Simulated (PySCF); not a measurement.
Potential energy of KSe along the bond

Set-up: PySCF, spin-free X2C with a Gaussian nucleus, basis sets K x2c-SVPall, Se x2c-SVPall. Energies in eV from K + Se in their ground configurations at the same level. State: ²Π (doublet), unpaired electrons π ↑.

All columns are PBE0. A positive dipole means K(−)Se(+).

```json
{"R (Å)": "2.543", "E (eV)": "-1.802", "μ (D)": "-8.36", "Mulliken charge on K (basis-dependent)": "0.60", "HOMO (eV)": "-4.60", "LUMO (eV)": "-2.30", "Mayer bond order": "0.73", "⟨S²⟩": "0.75"}
{"R (Å)": "2.661", "E (eV)": "-2.099", "μ (D)": "-8.81", "Mulliken charge on K (basis-dependent)": "0.61", "HOMO (eV)": "-4.46", "LUMO (eV)": "-2.16", "Mayer bond order": "0.72", "⟨S²⟩": "0.75"}
{"R (Å)": "2.780", "E (eV)": "-2.257", "μ (D)": "-9.24", "Mulliken charge on K (basis-dependent)": "0.61", "HOMO (eV)": "-4.33", "LUMO (eV)": "-2.03", "Mayer bond order": "0.72", "⟨S²⟩": "0.75"}
{"R (Å)": "2.868", "E (eV)": "-2.312", "μ (D)": "-9.56", "Mulliken charge on K (basis-dependent)": "0.60", "HOMO (eV)": "-4.24", "LUMO (eV)": "-1.94", "Mayer bond order": "0.73", "⟨S²⟩": "0.75"}
{"R (Å)": "2.957", "E (eV)": "-2.326", "μ (D)": "-9.87", "Mulliken charge on K (basis-dependent)": "0.59", "HOMO (eV)": "-4.16", "LUMO (eV)": "-1.86", "Mayer bond order": "0.74", "⟨S²⟩": "0.75"}
{"R (Å)": "3.046", "E (eV)": "-2.312", "μ (D)": "-10.18", "Mulliken charge on K (basis-dependent)": "0.58", "HOMO (eV)": "-4.08", "LUMO (eV)": "-1.78", "Mayer bond order": "0.75", "⟨S²⟩": "0.75"}
{"R (Å)": "3.164", "E (eV)": "-2.259", "μ (D)": "-10.58", "Mulliken charge on K (basis-dependent)": "0.57", "HOMO (eV)": "-3.99", "LUMO (eV)": "-1.68", "Mayer bond order": "0.76", "⟨S²⟩": "0.75"}
{"R (Å)": "3.312", "E (eV)": "-2.158", "μ (D)": "-11.08", "Mulliken charge on K (basis-dependent)": "0.56", "HOMO (eV)": "-3.87", "LUMO (eV)": "-1.66", "Mayer bond order": "0.77", "⟨S²⟩": "0.76"}
{"R (Å)": "3.489", "E (eV)": "-2.006", "μ (D)": "-11.66", "Mulliken charge on K (basis-dependent)": "0.56", "HOMO (eV)": "-3.75", "LUMO (eV)": "-1.76", "Mayer bond order": "0.76", "⟨S²⟩": "0.76"}
{"R (Å)": "3.726", "E (eV)": "-1.779", "μ (D)": "-12.38", "Mulliken charge on K (basis-dependent)": "0.55", "HOMO (eV)": "-3.62", "LUMO (eV)": "-1.89", "Mayer bond order": "0.75", "⟨S²⟩": "0.76"}
```

A fit through these points gives, at Re = 2.952 Å, μ = -9.85 D and dμ/dR = -3.51 D/Å; the reduced mass is 26.19 u.

How strong is the fundamental in the double-harmonic approximation, I = 42.26·(dμ/dR)²/μred km/mol?

I = 42.26·(-3.51)²/26.19 = 19.9 km/mol at PBE0.

Spin–orbit coupling is left out. The state was picked by a PBE0 search and need not be the measured ground state.
